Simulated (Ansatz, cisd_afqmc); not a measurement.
Species: S, charge 0, triplet.

Total energies in aug-cc-pV(Q+d)Z, 6 correlated electrons, 5 frozen orbitals. Radicals and triplets start from unrestricted determinants; spin-orbit coupling is neglected. Correlated methods leave the cores frozen. No relativity. AFQMC is phaseless with a CISD trial state; ± is one standard error, without the phaseless bias. Outlying blocks are dropped, and bars are widened where a walk drifts. Over all cases where full CI ran beside it in this data, AFQMC minus full CI had a median of +0.1 mEh and passed +0.4 mEh in a tenth of the cases.

| method | program | energy (Eh) | minus CCSDT(Q) (mEh) |
|---|---|---|---|
| HF | Ansatz | -397.51275 | 156.98 |
| MP2 | Ansatz | -397.64131 | 28.41 |
| CCSD | Ansatz | -397.66276 | 6.96 |
| CCSD(T) | Ansatz | -397.66870 | 1.02 |
| CCSDT(Q) | Ansatz | -397.66972 | 0.00 |
| AFQMC/CISD | cisd_afqmc | -397.6693 ± 0.0001 | 0.4 ± 0.1 |

Ansatz is a first-principles code.
